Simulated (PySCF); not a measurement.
## Zn₂S₂: fields on a plane

All numbers come from PBE0 in PySCF with Zn def2-TZVP, S def2-TZVP; no relativity; density-fitted integrals.

The singlet minimum has Zn–S 2.238 Å (×4); S–Zn–S 114.1° (×2), Zn–S–Zn 65.9° (×2).

The plane holds Zn1 at (0.00, 0.00), Zn2 at (2.43, 0.00), S3 at (1.22, 1.88), S4 at (1.22, -1.88) Å. Columns run from x = -1.95 to 4.65 Å, rows from y = 4.05 (top) to -3.75 Å, in steps of 0.3 Å. Other isomers or separated fragments may lie lower.

Task: Give the electron localisation function (set to 0 where the density is under 0.005 e/Å³). Lower edges of the bins: '0' 0.000, '1' 0.090, '2' 0.181, '3' 0.271, '4' 0.361, '5' 0.452, '6' 0.542, '7' 0.632, '8' 0.722, '9' 0.813; top 0.90.

Result: 
```
00000000011110000000000
00000001234432100000000
00000013567775310000000
00000135789987531000000
00000247899998742000000
00001257997799853100000
00001368821228863100000
00012468709717864210000
00123578819908875321000
00123468961169864321000
00122223687786322221000
00111121136631121111000
00111477312213774111000
00012733721116528210000
00012733721116528210000
00111477312213774111000
00111121136631121111000
00122223687786322221000
00123468961169864321000
00123578819908875321000
00012468709717864210000
00001368821228863100000
00001257997799853100000
00000247899998742000000
00000135789987531000000
00000013567775310000000
00000001234432100000000
```

Task: Give the lowest empty orbital (Å^-3/2) at -3.22 eV (cut at ±0.3; overall sign arbitrary). Lower edges of the bins (Å^-3/2): '0' -0.259, '1' -0.208, '2' -0.157, '3' -0.106, '4' -0.055, '5' -0.004, '6' 0.048, '7' 0.099, '8' 0.150, '9' 0.201; top 0.25.

Result: 
```
55555555555555555555555
55555555555555555555555
55555555555555555555555
55555555556655555555555
55555555666666555555555
55555555666666555555555
55556655565565556655555
56666665545455566666655
66666665436634566666665
66777765310013567777666
67788875420024578887766
77889876432234678998776
78899866533335668999876
78999508543345714999876
78999508543345714999876
78899866533335668999876
77889876432234678998776
67788875420024578887766
66777765310013567777666
66666665436634566666665
56666665545455566666655
55556655565565556655555
55555555666666555555555
55555555666666555555555
55555555556655555555555
55555555555555555555555
55555555555555555555555
```
